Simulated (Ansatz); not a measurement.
Born–Oppenheimer molecular dynamics of AlCl$_{2}$FH$_{2}$ (6 atoms, charge 0, multiplicity 1). It starts at the highest image of a converged band, a first-order saddle point between two minima.

Level of theory: RKS B3LYP-D4/def2-SVP in Ansatz.

* ensemble: NVE (velocity Verlet)
* time step: 0.5 fs
* steps asked: 200
* starting velocities drawn for: 100 K
* seed: 6386

First frame:

```xyz
6
Properties=species:S:1:pos:R:3
Al 0.015 -0.203 -0.018
H 0.016 0.085 1.637
Cl 1.829 0.167 -0.996
Cl -1.820 0.090 -0.982
F 0.050 -1.905 0.842
H 0.038 -1.133 1.589
```

(1) How far do the bonds stretch over the last three quarters of this one trajectory? (Pairs bonded in most of those frames.)

Answers

(1) 
```json
{"bond": "Al1–H2", "mean (Å)": "1.579", "spread (Å)": "0.023", "shortest": "1.54", "longest": "1.62"}
{"bond": "Al1–Cl3", "mean (Å)": "2.118", "spread (Å)": "0.036", "shortest": "2.07", "longest": "2.17"}
{"bond": "Al1–Cl4", "mean (Å)": "2.114", "spread (Å)": "0.041", "shortest": "2.05", "longest": "2.17"}
{"bond": "Al1–F5", "mean (Å)": "2.158", "spread (Å)": "0.053", "shortest": "2.05", "longest": "2.22"}
{"bond": "F5–H6", "mean (Å)": "0.939", "spread (Å)": "0.011", "shortest": "0.92", "longest": "0.96"}
```

Mean temperature of the second half: 201 K. The conserved energy stayed within 0.023 meV per atom of its start (net change 0.0035 meV per atom), so the integration is sound. The kinetic energy rose, since the run started high on the potential surface and went downhill. A run of 0.1 ps of so small a system gives no equilibrium averages. The orbitals stay closed-shell, which can raise the energy where a bond breaks towards radicals; this wasn't checked here.

The run took 9.3 min on 1 thread of Arm Neoverse V1, with other jobs on the host, peak memory 0.15 GiB.
